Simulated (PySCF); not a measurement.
Nuclear repulsion and electron count by hand

System: boron oxyfluoride (BFO), singlet, geometry from GFN2-xTB. Level: DF-B3LYP/d-aug-cc-pVTZ in PySCF. Sums are taken with unrounded values, so a last digit can differ.

Coordinates (Å):

```
atom        x        y         z
----  -------  -------  --------
F1    0.00000  0.00000  -1.18925
B2    0.00000  0.00000   0.09250
O3    0.00000  0.00000   1.28010
```

### Question
Work out the nuclear repulsion energy and the numbers of alpha and beta electrons.

### Answer
In atomic units each pair adds Z_i Z_j / r_ij, with r in bohr (1 bohr = 0.529177 Å).
| pair | r (Å) | r (bohr) | Z_i Z_j | term (Eh) |
|---|---|---|---|---|
| F1-B2 | 1.2818 | 2.4222 | 45 | 18.5784 |
| F1-O3 | 2.4694 | 4.6664 | 72 | 15.4295 |
| B2-O3 | 1.1876 | 2.2442 | 40 | 17.8235 |
The sum is 51.8314 Eh; PySCF gives 51.8314 Eh. The atomic numbers add up to 22, so at charge +0 there are 22 electrons; multiplicity 1 means 0 unpaired, so 11 alpha and 11 beta.
